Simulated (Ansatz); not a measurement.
The cluster Cd₂O₃H₂⁻. The state is a doublet with charge -1. Geometry r2SCAN-D4/def2-SVP, that of the neutral singlet; atoms count from 1.

Cartesian coordinates in Å:
```
Cd 1.6593 0.2697 0.4994
Cd -1.0573 -0.4658 -1.3261
O 0.8382 0.0168 -1.2588
O -2.9117 -1.0799 -1.5351
O 2.6285 0.4198 2.2018
H 2.3699 1.2307 2.6631
H -3.5269 -0.3913 -1.2444
```

In the def2 sets Cd takes a core potential; there is no spin–orbit coupling. The highest occupied level of the charge -1 doublet lies above zero (up to 0.78 eV). By energy differences its removal costs 0.64 eV (vertical, to the charge 0 singlet, at PBE0-D4/def2-TZVPD); a positive level beside a positive removal energy at the same level points to self-interaction error. The structure comes from a short search, and lower isomers may exist.

(1) Estimate the Mulliken populations from the PBE0/def2-TZVPD orbitals of Ansatz.

(2) Where does the spin sit?

(3) And the Mayer bond orders between bonded heavy atoms (over 0.3)?

Results:

(1) 
| atom | charge (e) | spin (α − β) | d electrons |
| --- | --- | --- | --- |
| Cd1 | 0.13 | 0.75 | 9.96 |
| Cd2 | 0.13 | 0.75 | 9.96 |
| O3 | -0.63 | -0.21 | – |
| O4 | -0.58 | -0.14 | – |
| O5 | -0.58 | -0.15 | – |
| H6 | 0.26 | 0.00 | – |
| H7 | 0.27 | 0.00 | – |
Mulliken values and Mayer orders depend strongly on the basis. With diffuse functions, as here, like atoms can get unlike values, and bond orders can come out too low or too high.

(2) Summed by element: Cd 1.50, O -0.50, H 0.01, of 1 unpaired in all. Largest on single atoms: Cd1 0.75, Cd2 0.75, O3 -0.21.

(3) Cd1–Cd2 1.37 (3.35 Å).
